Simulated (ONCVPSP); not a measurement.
## niobium: ONCV pseudisation with LDA (Perdew-Wang 92), fully relativistic reference atom.

niobium (Nb), optimised norm-conserving Vanderbilt (ONCV), made with ONCVPSP 4.0.1 (LDA (Perdew-Wang 92), fully relativistic). Core [Ar] 3d10, reference 4s2 4p6 4d3 (charge +2). Waves: 4s: rc 1.85 bohr, ncon 5, nbas 10, qcut 8.5 1/bohr, 3 projectors, debl 2.4 Ha; 4p: rc 2.05 bohr, ncon 4, nbas 7, qcut 7 1/bohr, 1 projector; 4d: rc 2.05 bohr, ncon 5, nbas 10, qcut 9.3 1/bohr, 1 projector. Local part: polynomial inside 1.45 bohr (lpopt 1, dvloc0 3 Ha). Core correction: Teter function, fcfact 3.25, rcfact 1.7.

Open shells are filled in proportion to 2j + 1.

In the s channel the program set the typed energies aside and used -2.792, 0.050, 2.450 Ha.

All-electron outer shells of the reference configuration (LDA (PZ), scalar-relativistic, ld1.x):

```json
{"shell": "4s", "level (eV)": "-76.01", "outermost node (bohr)": "0.53", "outermost maximum (bohr)": "1.02"}
{"shell": "4p", "level (eV)": "-52.01", "outermost node (bohr)": "0.54", "outermost maximum (bohr)": "1.12"}
{"shell": "4d", "level (eV)": "-19.32", "outermost node (bohr)": "0.55", "outermost maximum (bohr)": "1.45"}
```

**Question.** Estimate the cutoffs (Ha) at which the residual kinetic energy of the hardest occupied pseudo-wave falls to 1 and 0.1 mHa per electron.

**Answer.** 23 Ha and 27 Ha.

**Question.** Does the potential have ghost states?

**Answer.** No bound ghost flagged; no localised positive-energy state flagged.

**Question.** Which valence shell sets the plane-wave cutoff?

**Answer.** 4s: 23 Ha for 1 mHa per electron, against 18 Ha for 4d.

Its largest configuration-test error is +3.0 meV (4s2 4p6 4d2). 1 of 4 tests not solved or not reliable.
